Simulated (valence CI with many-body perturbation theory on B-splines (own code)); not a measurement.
## Ta XLI: E2, M1, M2 decay

Calculated by relativistic CI+MBPT: five valence electrons over a frozen Dirac-Fock core [Ar] 3d10, radial functions for each j: 11 s, 11 p, 10 d, 8 f, 5 g, 2 h, with the one-electron correlation potential Σ1, the two-electron term Σ2, the three-electron term Σ3, Breit, model QED; selected CI, second order for the rest, scaled by the run's own slope (own B-spline code, finite nucleus).

The last digits are not significant, and no measured levels were compared; by estimate large intervals hold to a few tenths of a per cent, small ones and those within an open d or f shell to about a per cent. Among the levels kept, up to 2100 cm⁻¹ of a level comes from second order outside the variational space, and about a tenth of that is noise between levels of different J, which matters for small intervals.

Lines 1 to 19 of 19 in falling wavelength, among levels below 4229.2 × 10³ cm⁻¹, chosen from the decays that carry over 1 % of a level's rate. Wavelengths and rates use the calculated energies. Electric multipoles are in the length gauge with retardation, E1 and E2 with the static RPA response of the core. M1 uses the relativistic operator with retardation. S is in atomic units (e²a₀⁴ for E2 and M2, e²a₀⁶ for E3), for M1 in squared Bohr magnetons. Weak lines are less certain than strong ones. Lines between different terms over intervals too small for the method are left out, as are lines whose strength nearly cancels.

Levels are named by their leading jj configuration (3d3/2^4 stands for four electrons in 3d with j = 3/2), which in mixed levels can hold well under half, so a name can repeat and another be missing. Letters in brackets count levels of one name in rising energy.

| λ vac (Å) | Upper | Lower | Type | A (s⁻¹) | S (a.u.) |
| --- | --- | --- | --- | --- | --- |
| 641.8 | (4s^2 4p1/2 4p3/2 4d5/2) J=9/2 | (4s^2 4p1/2 4p3/2 4d3/2) J=7/2 | M1 | 4.38e+04 | 4.30e+00 |
| 171.0 | (4s^2 4p3/2^2 4d5/2) J=9/2 | (4s^2 4p1/2 4p3/2 4d5/2) J=7/2 [b] | M1 | 1.54e+06 | 2.85e+00 |
| 168.3 | (4s^2 4p1/2 4p3/2 4d5/2) J=9/2 | (4s 4p1/2^2 4p3/2^2) J=5/2 | E2 | 2.08e+04 | 2.51e-02 |
| 150.3 | (4s^2 4p1/2 4p3/2^2) J=3/2 | (4s^2 4p1/2^2 4p3/2) J=3/2 | M1 | 5.65e+06 | 2.85e+00 |
| 148.6 | (4s^2 4p3/2^3) J=3/2 | (4s^2 4p1/2 4p3/2^2) J=1/2 | M1 | 1.42e+06 | 6.94e-01 |
| 145.3 | (4s^2 4p3/2^2 4d5/2) J=9/2 | (4s^2 4p1/2 4p3/2 4d5/2) J=9/2 | M1 | 2.54e+06 | 2.89e+00 |
| 145.3 | (4s^2 4p3/2^2 4d5/2) J=9/2 | (4s^2 4p1/2 4p3/2 4d5/2) J=9/2 | E2 | 9.63e+04 | 5.57e-02 |
| 142.8 | (4s^2 4p1/2 4p3/2 4d5/2) J=9/2 | (4s^2 4p1/2^2 4d5/2) J=5/2 | E2 | 4.90e+04 | 2.60e-02 |
| 141.2 | (4s^2 4p1/2 4p3/2^2) J=5/2 | (4s^2 4p1/2^2 4p3/2) J=3/2 | M1 | 9.95e+05 | 6.23e-01 |
| 141.2 | (4s^2 4p1/2 4p3/2^2) J=5/2 | (4s^2 4p1/2^2 4p3/2) J=3/2 | E2 | 1.81e+05 | 5.44e-02 |
| 137.5 | (4s^2 4p3/2^3) J=3/2 | (4s^2 4p1/2 4p3/2^2) J=5/2 | M1 | 1.74e+06 | 6.72e-01 |
| 137.5 | (4s^2 4p3/2^3) J=3/2 | (4s^2 4p1/2 4p3/2^2) J=5/2 | E2 | 3.46e+05 | 6.08e-02 |
| 135.9 | (4s^2 4p3/2^2 4d5/2) J=9/2 | (4s^2 4p1/2 4p3/2 4d5/2) J=7/2 [a] | M1 | 2.09e+06 | 1.95e+00 |
| 135.9 | (4s^2 4p3/2^2 4d5/2) J=9/2 | (4s^2 4p1/2 4p3/2 4d5/2) J=7/2 [a] | E2 | 9.11e+04 | 3.77e-02 |
| 131.1 | (4s^2 4p1/2 4p3/2^2) J=1/2 | (4s^2 4p1/2^2 4p3/2) J=3/2 | M1 | 3.66e+06 | 6.12e-01 |
| 131.1 | (4s^2 4p1/2 4p3/2^2) J=1/2 | (4s^2 4p1/2^2 4p3/2) J=3/2 | E2 | 1.83e+05 | 1.27e-02 |
| 129.8 | (4s^2 4p3/2^3) J=3/2 | (4s^2 4p1/2 4p3/2^2) J=3/2 | M1 | 7.38e+06 | 2.39e+00 |
| 118.5 | (4s^2 4p3/2^2 4d5/2) J=9/2 | (4s^2 4p1/2 4p3/2 4d3/2) J=7/2 | M1 | 1.02e+05 | 6.30e-02 |
| 73.30 | (4s^2 4p1/2 4p3/2 4d5/2) J=9/2 | (4s^2 4p1/2 4p3/2^2) J=5/2 | M2 | 6.01e+03 | 1.13e-04 |
